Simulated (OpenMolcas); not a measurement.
**Computed transition rates of Se⁺**

| Property | Result |
| --- | --- |
| Program | OpenMolcas 26.06 |
| Method | SS-RASPT2, IPEA 0.25 Eh, imaginary shift 0.1 Eh (closed shells correlated: 3d) |
| Basis | ANO-RCC-VTZP [6s5p3d1f] |
| Scalar Hamiltonian | DKH2, point nucleus |
| Active space | 5 electrons in 9 orbitals (RAS2 4s 4p; RAS3 4d, at most 2 electrons) |
| State averaging | 2S+1 = 4 odd, 1 root; 2S+1 = 2 odd, 8 roots; 2S+1 = 4 even, 3 roots; 2S+1 = 2 even, 8 roots |
| Spin-orbit coupling | state interaction with AMFI integrals over the reference wave functions, term energies averaged over their components |

Rates come from the transition moments of the reference wave functions (E1 and E2 in the length form). At fixed line strength A goes as λ^-3 for E1 and M1 and as λ^-5 for E2, so a rate at the computed wavelength can be rescaled to the measured one. Measured vacuum wavelengths follow from level energies in NIST Handbook of Basic Atomic Spectroscopic Data. Branching counts decays inside the model space alone, at computed energies, and the table is only a selection of the E2 and M1 lines, drawn from those between levels with measured partners whose computed energy lies within a factor of 1.5 of the measured one.

```
          Upper            Lower  Type  λ computed (nm)  λ measured (nm)  A computed (s-1)  A rescaled (s-1)  Branching %
4s2 4p3 2P* 3/2  4s2 4p3 4S* 3/2    M1            401.3            418.5          3.96e+00                           59.9
4s2 4p3 2P* 1/2  4s2 4p3 4S* 3/2    M1            410.8            434.1          1.74e+00                           60.8
4s2 4p3 2P* 3/2  4s2 4p3 2D* 3/2    M1              929            932.3          1.52e+00                           23.0
4s2 4p3 2P* 1/2  4s2 4p3 2D* 3/2    M1            981.9             1013          8.03e-01                           28.0
4s2 4p3 2P* 3/2  4s2 4p3 2D* 5/2    M1            970.3            989.1          7.61e-01                           11.5
4s2 4p3 2P* 3/2  4s2 4p3 2D* 5/2    E2            970.3            989.1          2.52e-01          2.29e-01          3.8
4s2 4p3 2P* 1/2  4s2 4p3 2D* 3/2    E2            981.9             1013          2.07e-01          1.77e-01          7.2
4s2 4p3 2D* 3/2  4s2 4p3 4S* 3/2    M1            706.4            759.4          1.88e-01                           98.0
4s2 4p3 2P* 3/2  4s2 4p3 2D* 3/2    E2              929            932.3          1.16e-01          1.14e-01          1.7
4s2 4p3 2P* 1/2  4s2 4p3 2D* 5/2    E2             1028             1081          1.13e-01          8.79e-02          3.9
4s2 4p3 2D* 5/2  4s2 4p3 4S* 3/2    E2            684.2            725.5          6.77e-03                           52.7
4s2 4p3 2D* 5/2  4s2 4p3 4S* 3/2    M1            684.2            725.5          5.07e-03                           39.5
4s2 4p3 2D* 3/2  4s2 4p3 4S* 3/2    E2            706.4            759.4          3.75e-03                            2.0
4s2 4p3 2D* 5/2  4s2 4p3 2D* 3/2    M1            21780            16230          1.00e-03          2.42e-03          7.8
```

Spin-changing lines and M1 lines between different terms are not rescaled, since their strength hangs on the term gaps too.

The largest correction is for 4s2 4p3 2D* 5/2 → 4s2 4p3 2D* 3/2 (M1): 1.00e-03 × (21780 / 16230)^3 = 2.42e-03 s-1, a factor of 2.42.

No measured rate stands beside these. Rescaling mends the energy factor alone: line strengths can still be far off where a level mixes with configurations outside the active space, and weak or spin-changing lines hang on small mixing coefficients that depend on the term gaps too, so rescaling need not improve them.

The run also gave levels led by 4s2 4p2 4d, which use shells meant for correlation; these and all levels above them are left out. Measured partners are found by configuration, term and J. A level has none where our copy of the source lacks it or the pairing is in doubt (some pairs that miss far off the trend of their configuration count as doubtful). Levels of configurations outside the active space are missing.

* marks odd parity.
